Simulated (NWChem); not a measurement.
The numbers come from NWChem runs, not from measurements. System: C$_{4}$H$_{9}$N, charge 0, spin multiplicity 1, at a geometry optimised with PBE0/def2-SVP. The structure started from a generated list of species. Level: MP2/def2-SVP, 5 core orbitals frozen.

Input file:

```
start mol
memory heap 200 mb stack 800 mb global 1000 mb
geometry units angstroms nocenter noautoz noautosym
  C      1.919094     0.610072     0.051289
  C      0.978191    -0.339075    -0.107956
  N     -0.384332    -0.171328    -0.185604
  C     -1.238464    -1.278057     0.152572
  C     -0.925789     1.145712    -0.009989
  H      2.971914     0.327793     0.024276
  H      1.683903     1.666566     0.191906
  H      1.288652    -1.384521    -0.219412
  H     -2.202918    -1.193117    -0.373428
  H     -1.451431    -1.353585     1.239084
  H     -0.768057    -2.221672    -0.160998
  H     -0.825726     1.521836     1.029458
  H     -0.410846     1.858377    -0.673379
  H     -1.993361     1.145713    -0.273777
end
basis spherical
  * library def2-svp
end
scf
  rhf
  nopen 0
  maxiter 100
  thresh 1e-7
  semidirect memsize 60000000 filesize 0
end
mp2
  freeze core 5
end
task mp2 energy
```

NWChem printed:

```
             Northwest Computational Chemistry Package (NWChem) 7.3.0
             --------------------------------------------------------

                                NWChem Input Module
                                -------------------

 Scaling coordinates for geometry "geometry" by  1.889725989
 (inverse scale =  0.529177249)

                             Geometry "geometry" -> ""
                             -------------------------

 Output coordinates in angstroms (scale by  1.889725989 to convert to a.u.)

  No.       Tag          Charge          X              Y              Z
 ---- ---------------- ---------- -------------- -------------- --------------
    1 C                    6.0000     1.91909400     0.61007200     0.05128900
    2 C                    6.0000     0.97819100    -0.33907500    -0.10795600
    3 N                    7.0000    -0.38433200    -0.17132800    -0.18560400
    4 C                    6.0000    -1.23846400    -1.27805700     0.15257200
    5 C                    6.0000    -0.92578900     1.14571200    -0.00998900
    6 H                    1.0000     2.97191400     0.32779300     0.02427600
    7 H                    1.0000     1.68390300     1.66656600     0.19190600
    8 H                    1.0000     1.28865200    -1.38452100    -0.21941200
    9 H                    1.0000    -2.20291800    -1.19311700    -0.37342800
   10 H                    1.0000    -1.45143100    -1.35358500     1.23908400
   11 H                    1.0000    -0.76805700    -2.22167200    -0.16099800
   12 H                    1.0000    -0.82572600     1.52183600     1.02945800
   13 H                    1.0000    -0.41084600     1.85837700    -0.67337900
   14 H                    1.0000    -1.99336100     1.14571300    -0.27377700

 Effective nuclear repulsion energy (a.u.)     181.3255893508

            Nuclear Dipole moment (a.u.)
            ----------------------------
        X                 Y               Z
 ---------------- ---------------- ----------------
    -0.0000037795     0.0000113384    -0.0000037795


 Summary of "ao basis" -> "" (spherical)
[...]
     1   1 0 0     -0.551357      0.000000     -0.000004
     1   0 1 0     -0.235126      0.000000      0.000011
     1   0 0 1      0.089176      0.000000     -0.000004

     2   2 0 0    -24.194591      0.000000    246.117279
     2   1 1 0     -0.624145      0.000000     45.067337
     2   1 0 1     -0.142969      0.000000     -4.960968
     2   0 2 0    -22.350125      0.000000    145.986857
     2   0 1 1      0.105928      0.000000     -3.033574
     2   0 0 2    -26.609343      0.000000     13.718436

                   NWChem MP2 Semi-direct Energy/Gradient Module
                   ---------------------------------------------

  Basis functions       =    115
  Molecular orbitals    =    115
  Frozen core           =      5
  Frozen virtuals       =      0
  Active alpha occupied =     15
  Active beta occupied  =     15
  Active alpha virtual  =     95
  Active beta virtual   =     95
  Use MO symmetry       = F
  Use skeleton AO sym   = F

  AO/Fock/Back tols     =   1.0D-09  1.0D-09  1.0D-09

 GA uses MA = F    GA memory limited = T

 Available:
  local mem=  1.15D+08
 global mem=  1.31D+08
 local disk=  0.00D+00
  mp2_memr nvloc                    95
  nvloc new                    95
   1 passes of  15:        3145728                      63316                  31437665.
   1 passes of  15: M    114671490           G      131045550           F     111525762.

 Semi-direct pass number   1 of   1  for RHF alpha+beta  at        5.0s
  vrange nnbf                  6484
  mp2_eaftype                   119  avail_ma_in_mb                   999
 EAF : mp2_eaftype filesize         119   15718832.
  mp2_eaf for mointskh                    119
Node 0 wrote     73.9 Mb in      0.0 s     Agg I/O rate:  2262.3 Mb/s
 Done moints_semi at        9.3s
  mp2_eaftype                   119  avail_ma_in_mb                   880
 EAF : mp2_eaftype filesize         119   15718832.
  mp2_eaf for kh                   119
 Done maket at        9.6s
 Done multipass loop at        9.6s

          -------------------------------------------
          SCF energy                -210.969983028756
          Correlation energy          -0.728811127725
          Singlet pairs               -0.473499875176
          Triplet pairs               -0.255311252549
          Total MP2 energy          -211.698794156480
          -------------------------------------------

          ---------------------------------------------------
                    Spin Component Scaled (SCS) MP2
          Same spin pairs                     -0.170207501699
          Same spin scaling factor             0.333333333333
          Opposite spin pairs                 -0.558603626025
          Opposite spin scaling fact.          1.200000000000
          SCS-MP2 correlation energy          -0.727060185130
          Total SCS-MP2 energy              -211.697043213886
          ---------------------------------------------------

 -----------------------
 Performance information
 -----------------------

 Timer overhead =  1.87D-07 seconds/call

               Nr. of calls         CPU time (s)                 Wall time (s)                GFlops
             ---------------    -------------------     ------------------------------   -------------------
Name         Min   Avg   Max    Min     Avg     Max     Min     Avg     Max   Mx/calls   Min     Max     Sum
mp2: moin     1     1     1    4.3     4.3     4.3      4.3     4.3     4.3     4.3      0.0     0.0     0.0
mp2: make     1     1     1   0.36    0.36    0.36     0.36    0.36    0.36    0.36      0.0     0.0     0.0
mp2: tota     1     1     1    4.7     4.7     4.7      4.7     4.7     4.7     4.7      0.0     0.0     0.0

 The average no. of pstat calls per process was 3.00D+00
 with a timing overhead of 5.62D-07s

 Task  times  cpu:        9.6s     wall:        9.6s

 Total times  cpu:        9.7s     wall:        9.7s
```
